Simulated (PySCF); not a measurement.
## Calculated data, H3O3Si, BClH3OSi, H4NOSi2, AlH5NOSi and others

Calculation on a computer-drawn molecule: the log of a Hartree-Fock and frozen-core CCSD(T) single point meant for a local Hartree-Fock minimum, with one planted fault or none, to be diagnosed. Offsets are logged minus clean, where the clean run is the same molecule without the fault. The reference is restricted for singlets and unrestricted otherwise, and also for a bond in bohr or an excited solution. Adding or removing an electron swaps singlet and doublet. The excited solution moves the top pair (singlet) or top alpha electron (doublet) to the lowest empty orbital. Highest occupied and lowest empty are orbital energies over both spins, largest force is the largest gradient component, triples share is (T) over the correlation energy, the T1 limit is 0.02 restricted and 0.045 unrestricted, electrons count all cores, a negative frequency is imaginary (commonest isotopes), and the dipole is about the centre of nuclear charge. Program: PySCF 2.14.0.

Common to all runs: meant basis cc-pV(D+d)Z; logged SCF converged yes; possible faults no fault, one electron removed, one electron added, multiplicity raised by two, geometry at a saddle point, SCF held on an excited solution, minimal basis STO-3G, one bond length entered in bohr, all coordinates scaled.

(1) 
```xyz
7
formula=H3O3Si meant_charge=1 meant_multiplicity=1 logged_electrons=40 logged_basis_functions=80 logged_spin_squared=0 logged_highest_occupied=-20.894 logged_lowest_empty=-3.1007 logged_largest_force=0.019196 logged_T1_diagnostic=0.014458 logged_D1_diagnostic=0.050938 logged_triples_share=0.021987 logged_CC_converged=yes logged_dipole_magnitude=0.0009625 logged_SCF_stable_within_its_kind=yes logged_energy_HF=-515.1549 logged_energy_CCSD(T)=-515.82442 planted_fault=all_coordinates_scaled,by_+2.0_% HF_energy_offset_from_clean_run=2.316 CCSD(T)_energy_offset_from_clean_run=-1.313
O     -1.2443    -0.8280     0.9086
Si     0.0165    -1.4295     0.1575
O      1.2684    -1.9354     0.9895
O      0.0256    -1.5249    -1.4257
H     -2.0738    -0.4822     0.5387
H      1.4066    -1.9406     1.9515
H      0.7172    -1.8654    -2.0174
```

Units: logged_highest_occupied, logged_lowest_empty in eV; logged_largest_force in hartree/bohr; logged_dipole_magnitude in debye; logged_energy_HF, logged_energy_CCSD(T) in hartree; HF_energy_offset_from_clean_run, CCSD(T)_energy_offset_from_clean_run in kcal/mol.

Drawn bonds:
```csv
atom,other atom,order
1,2,1
2,3,1
2,4,1
1,5,1
3,6,1
4,7,1
```

(2) 
```xyz
7
formula=BClH3OSi meant_charge=1 meant_multiplicity=1 logged_electrons=46 logged_basis_functions=89 logged_spin_squared=0 logged_highest_occupied=-12.522 logged_lowest_empty=-10.307 logged_largest_force=0.049709 logged_dipole_magnitude=1.17 logged_SCF_stable_within_its_kind=no logged_energy_HF=-849.18133 planted_fault=SCF_held_on_an_excited_solution HF_energy_offset_from_clean_run=213.4
O     -1.8578    -0.1413    -1.7627
Si    -1.2397    -0.4967    -0.3592
B      0.6405    -1.3406    -0.1901
Cl     1.4615    -1.6270    -1.6683
H     -1.4911    -0.2536    -2.6344
H     -2.1585    -0.1518     0.7214
H      1.0911    -1.5970     0.8749
```

Units: logged_highest_occupied, logged_lowest_empty in eV; logged_largest_force in hartree/bohr; logged_dipole_magnitude in debye; logged_energy_HF in hartree; HF_energy_offset_from_clean_run in kcal/mol.

Drawn bonds:
```csv
atom,other atom,order
1,2,1
2,3,1
3,4,1
1,5,1
2,6,1
3,7,1
```

Notes: coupled-cluster numbers left out as unreliable.

(3) 
```xyz
8
formula=H4NOSi2 meant_charge=1 meant_multiplicity=1 logged_electrons=46 logged_basis_functions=94 logged_spin_squared=0 logged_highest_occupied=-16.304 logged_lowest_empty=-4.0677 logged_largest_force=5.094e-05 logged_lowest_frequency=-161.1 logged_T1_diagnostic=0.016135 logged_D1_diagnostic=0.044201 logged_triples_share=0.027446 logged_CC_converged=yes logged_dipole_magnitude=0.74388 logged_SCF_stable_within_its_kind=yes logged_energy_HF=-709.3278 logged_energy_CCSD(T)=-709.88549 planted_fault=geometry_at_a_saddle_point HF_energy_offset_from_clean_run=3.519 CCSD(T)_energy_offset_from_clean_run=5.205
O     -1.9877     0.9290     0.0000
Si    -1.1276    -0.3997     0.0000
N      0.4601    -0.3756     0.0000
Si     1.9969     0.0401     0.0000
H     -2.9363     0.9844     0.0000
H     -1.8952    -1.6338     0.0000
H      2.4445     1.4321     0.0000
H      3.0453    -0.9766     0.0000
```

Units: logged_highest_occupied, logged_lowest_empty in eV; logged_largest_force in hartree/bohr; logged_lowest_frequency in cm⁻¹; logged_dipole_magnitude in debye; logged_energy_HF, logged_energy_CCSD(T) in hartree; HF_energy_offset_from_clean_run, CCSD(T)_energy_offset_from_clean_run in kcal/mol.

Drawn bonds:
```csv
atom,other atom,order
1,2,1
2,3,1
3,4,2
1,5,1
2,6,1
4,7,1
4,8,1
```

(4) 
```xyz
8
formula=H4NOSi2 meant_charge=1 meant_multiplicity=1 logged_electrons=46 logged_basis_functions=94 logged_spin_squared=0 logged_highest_occupied=-15.995 logged_lowest_empty=-3.8064 logged_largest_force=0.040504 logged_T1_diagnostic=0.021371 logged_D1_diagnostic=0.064154 logged_triples_share=0.032313 logged_CC_converged=yes logged_dipole_magnitude=3.0459 logged_SCF_stable_within_its_kind=yes logged_energy_HF=-709.3011 logged_energy_CCSD(T)=-709.87879 planted_fault=all_coordinates_scaled,by_+5.9_% HF_energy_offset_from_clean_run=20.27 CCSD(T)_energy_offset_from_clean_run=9.412
O     -0.0782     2.0556     2.4946
Si     1.3681     2.4350     1.7443
N      2.1303     1.5066     0.5639
Si     2.9842     0.6666    -0.6191
H     -0.6623     1.2511     2.3445
H      1.9280     3.7612     2.2743
H      4.0466    -0.3933    -0.2452
H      2.7298     0.9148    -2.1243
```

Units: logged_highest_occupied, logged_lowest_empty in eV; logged_largest_force in hartree/bohr; logged_dipole_magnitude in debye; logged_energy_HF, logged_energy_CCSD(T) in hartree; HF_energy_offset_from_clean_run, CCSD(T)_energy_offset_from_clean_run in kcal/mol.

Drawn bonds:
```csv
atom,other atom,order
1,2,1
2,3,1
3,4,2
1,5,1
2,6,1
4,7,1
4,8,1
```

Notes: T1 above single-reference limit.

(5) 
```xyz
8
formula=H4NOSi2 meant_charge=1 meant_multiplicity=1 logged_electrons=46 logged_basis_functions=94 logged_spin_squared=1.0252 logged_highest_occupied=-13.651 logged_lowest_empty=-5.9251 logged_largest_force=0.024372 logged_T1_diagnostic=0.021986 logged_D1_diagnostic=0.087677 logged_triples_share=0.026622 logged_CC_converged=yes logged_dipole_magnitude=8.197 logged_SCF_stable_within_its_kind=yes logged_energy_HF=-709.14034 logged_energy_CCSD(T)=-709.67062 planted_fault=one_bond_length_entered_in_bohr,row_3_of_the_drawn_bonds HF_energy_offset_from_clean_run=121.1 CCSD(T)_energy_offset_from_clean_run=140
O     -0.0738     1.9411     2.3556
Si     1.2919     2.2993     1.6471
N      2.0117     1.4227     0.5325
Si     3.5353    -0.0762    -1.5785
H     -0.6254     1.1814     2.2139
H      1.8206     3.5517     2.1476
H      4.5385    -1.0771    -1.2255
H      3.2951     0.1581    -2.9999
```

Units: logged_highest_occupied, logged_lowest_empty in eV; logged_largest_force in hartree/bohr; logged_dipole_magnitude in debye; logged_energy_HF, logged_energy_CCSD(T) in hartree; HF_energy_offset_from_clean_run, CCSD(T)_energy_offset_from_clean_run in kcal/mol.

Drawn bonds:
```csv
atom,other atom,order
1,2,1
2,3,1
3,4,2
1,5,1
2,6,1
4,7,1
4,8,1
```

(6) 
```xyz
9
formula=AlH5NOSi meant_charge=1 meant_multiplicity=1 logged_electrons=46 logged_basis_functions=99 logged_spin_squared=0 logged_highest_occupied=-15.969 logged_lowest_empty=-3.1427 logged_largest_force=1.497e-05 logged_lowest_frequency=125.96 logged_T1_diagnostic=0.014157 logged_D1_diagnostic=0.049565 logged_triples_share=0.024132 logged_CC_converged=yes logged_dipole_magnitude=4.0542 logged_SCF_stable_within_its_kind=yes logged_energy_HF=-662.93824 logged_energy_CCSD(T)=-663.48621 planted_fault=no_fault HF_energy_offset_from_clean_run=0 CCSD(T)_energy_offset_from_clean_run=0
O      0.8165     1.5740     0.5587
Si     1.2877     0.0789     0.6960
N      0.1518    -1.0716     0.8610
Al    -1.7339    -1.0191     0.9315
H      1.3366     2.3624     0.4555
H      2.7105    -0.2222     0.6712
H      0.5331    -2.0061     0.9424
H     -2.3563    -2.4352     1.1003
H     -2.3181     0.4182     0.8093
```

Units: logged_highest_occupied, logged_lowest_empty in eV; logged_largest_force in hartree/bohr; logged_lowest_frequency in cm⁻¹; logged_dipole_magnitude in debye; logged_energy_HF, logged_energy_CCSD(T) in hartree; HF_energy_offset_from_clean_run, CCSD(T)_energy_offset_from_clean_run in kcal/mol.

Drawn bonds:
```csv
atom,other atom,order
1,2,1
2,3,1
3,4,1
1,5,1
2,6,1
3,7,1
4,8,1
4,9,1
```

(7) 
```xyz
9
formula=BH5OSi2 meant_charge=0 meant_multiplicity=1 logged_electrons=46 logged_basis_functions=99 logged_spin_squared=0 logged_highest_occupied=-7.7298 logged_lowest_empty=1.5552 logged_largest_force=0.03114 logged_T1_diagnostic=0.020898 logged_D1_diagnostic=0.080657 logged_triples_share=0.028134 logged_CC_converged=yes logged_dipole_magnitude=2.9604 logged_SCF_stable_within_its_kind=yes logged_energy_HF=-680.2771 logged_energy_CCSD(T)=-680.79942 planted_fault=all_coordinates_scaled,by_-3.4_% HF_energy_offset_from_clean_run=6.189 CCSD(T)_energy_offset_from_clean_run=7.603
O      1.2496    -0.8416     1.1703
Si    -0.3978    -0.7993     1.3297
B     -0.3774     1.1099     0.9299
Si     1.5722     1.2414     0.7655
H      1.8118    -1.5414     1.3421
H     -0.9747    -1.6981     0.3780
H     -0.7426    -1.2619     2.6401
H     -1.2321     1.8781     0.8270
H      1.4854     0.9655    -0.6728
```

Units: logged_highest_occupied, logged_lowest_empty in eV; logged_largest_force in hartree/bohr; logged_dipole_magnitude in debye; logged_energy_HF, logged_energy_CCSD(T) in hartree; HF_energy_offset_from_clean_run, CCSD(T)_energy_offset_from_clean_run in kcal/mol.

Drawn bonds:
```csv
atom,other atom,order
1,2,1
2,3,1
3,4,1
1,5,1
2,6,1
2,7,1
3,8,1
4,9,1
```

Notes: T1 above single-reference limit.

(8) 
```xyz
7
formula=H4O2Si meant_charge=0 meant_multiplicity=1 logged_electrons=34 logged_basis_functions=71 logged_spin_squared=0 logged_highest_occupied=-12.142 logged_lowest_empty=4.9743 logged_largest_force=0.081857 logged_T1_diagnostic=0.0098691 logged_D1_diagnostic=0.025915 logged_triples_share=0.017359 logged_CC_converged=yes logged_dipole_magnitude=2.0613 logged_SCF_stable_within_its_kind=yes logged_energy_HF=-441.05011 logged_energy_CCSD(T)=-441.55188 planted_fault=all_coordinates_scaled,by_-6.6_% HF_energy_offset_from_clean_run=23.3 CCSD(T)_energy_offset_from_clean_run=29.48
O     -0.0694    -0.0552     0.0097
Si     0.9533     0.3882    -1.0480
O      1.0038     1.9151    -1.0557
H     -0.0039    -0.8592     0.3674
H      0.5856     0.0149    -2.3171
H      2.1781    -0.1677    -0.7291
H      1.0696     2.3445    -0.2868
```

Units: logged_highest_occupied, logged_lowest_empty in eV; logged_largest_force in hartree/bohr; logged_dipole_magnitude in debye; logged_energy_HF, logged_energy_CCSD(T) in hartree; HF_energy_offset_from_clean_run, CCSD(T)_energy_offset_from_clean_run in kcal/mol.

Drawn bonds:
```csv
atom,other atom,order
1,2,1
2,3,1
1,4,1
2,5,1
2,6,1
3,7,1
```

(9) 
```xyz
7
formula=BClH3OSi meant_charge=1 meant_multiplicity=1 logged_electrons=46 logged_basis_functions=89 logged_spin_squared=0 logged_highest_occupied=-17.757 logged_lowest_empty=-4.4868 logged_largest_force=2.22e-05 logged_lowest_frequency=111.03 logged_T1_diagnostic=0.01622 logged_D1_diagnostic=0.042922 logged_triples_share=0.027838 logged_CC_converged=yes logged_dipole_magnitude=1.1938 logged_SCF_stable_within_its_kind=yes logged_energy_HF=-849.51703 logged_energy_CCSD(T)=-850.05146 planted_fault=no_fault HF_energy_offset_from_clean_run=0 CCSD(T)_energy_offset_from_clean_run=0
O     -1.2966    -2.2465     1.3898
Si    -1.3032    -1.3490     0.0442
B     -2.1340    -2.7925    -1.2255
Cl    -2.7789    -3.9352    -2.1768
H     -0.9892    -1.9725     2.2449
H      0.0009    -1.0483    -0.5507
H     -2.2549    -0.2365     0.0020
```

Units: logged_highest_occupied, logged_lowest_empty in eV; logged_largest_force in hartree/bohr; logged_lowest_frequency in cm⁻¹; logged_dipole_magnitude in debye; logged_energy_HF, logged_energy_CCSD(T) in hartree; HF_energy_offset_from_clean_run, CCSD(T)_energy_offset_from_clean_run in kcal/mol.

Drawn bonds:
```csv
atom,other atom,order
1,2,1
2,3,1
3,4,1
1,5,1
2,6,1
2,7,1
```

(10) 
```xyz
9
formula=AlH5NOSi meant_charge=0 meant_multiplicity=2 logged_electrons=47 logged_basis_functions=99 logged_spin_squared=1.5395 logged_highest_occupied=-8.437 logged_lowest_empty=1.0964 logged_largest_force=0.011267 logged_T1_diagnostic=0.050614 logged_D1_diagnostic=0.24793 logged_triples_share=0.030856 logged_CC_converged=yes logged_dipole_magnitude=2.1441 logged_SCF_stable_within_its_kind=yes logged_energy_HF=-663.04306 logged_energy_CCSD(T)=-663.59218 planted_fault=one_bond_length_entered_in_bohr,row_5_of_the_drawn_bonds HF_energy_offset_from_clean_run=74.9 CCSD(T)_energy_offset_from_clean_run=78.84
O      0.8478     2.8128     2.3998
Si     0.5453     1.7351     1.1866
N      1.8636     1.5452     0.0946
Al     2.8436     0.1126    -0.3641
H      1.5920     2.6617     2.9626
H     -1.7163     2.7770    -0.0604
H      0.2695     0.3885     1.7356
H      2.0905     2.3920    -0.4076
H      3.9420     0.3564    -1.4919
```

Units: logged_highest_occupied, logged_lowest_empty in eV; logged_largest_force in hartree/bohr; logged_dipole_magnitude in debye; logged_energy_HF, logged_energy_CCSD(T) in hartree; HF_energy_offset_from_clean_run, CCSD(T)_energy_offset_from_clean_run in kcal/mol.

Drawn bonds:
```csv
atom,other atom,order
1,2,1
2,3,1
3,4,1
1,5,1
2,6,1
2,7,1
3,8,1
4,9,1
```

Notes: T1 above single-reference limit.
